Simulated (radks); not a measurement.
Results of a calculation; reference values are marked as such.
Problem. The mean radii <r> (bohr) of the occupied orbitals of an atom or ion are listed with their occupations. Code: a radial shooting solver on a logarithmic mesh with Libxc functionals. Model: scalar-relativistic Kohn-Sham, SCAN, spin-polarised, spherical densities, finite nucleus; meta-GGA in the generalised Kohn-Sham scheme; Fermi nuclear charge, rms radius of each element as measured or else 0.836 A^(1/3) + 0.57 fm.

| orbital | occ. | <r> |
|---|---|---|
| 1s up | 1 | 0.03610 |
| 1s down | 1 | 0.03610 |
| 2s up | 1 | 0.1567 |
| 2s down | 1 | 0.1566 |
| 2p up | 3 | 0.1367 |
| 2p down | 3 | 0.1365 |
| 3s up | 1 | 0.4017 |
| 3s down | 1 | 0.4024 |
| 3p up | 3 | 0.3941 |
| 3p down | 3 | 0.3949 |
| 3d up | 1 | 0.3565 |

Name the element and its charge. Open shells, if any, are filled with parallel spins first.

Solution. Z = 41, niobium, charge +22: Nb22+ in [Ar] 3d1. The 1s radius gives Z: for a bare nucleus <r> = (2 gamma + 1)/(2Z) with gamma = sqrt(1 - (Z/c)^2), 0.03547 bohr for Z = 41, and screening makes it slightly larger (0.03610 here). The occupations add up to 19, and the charge is Z minus that.
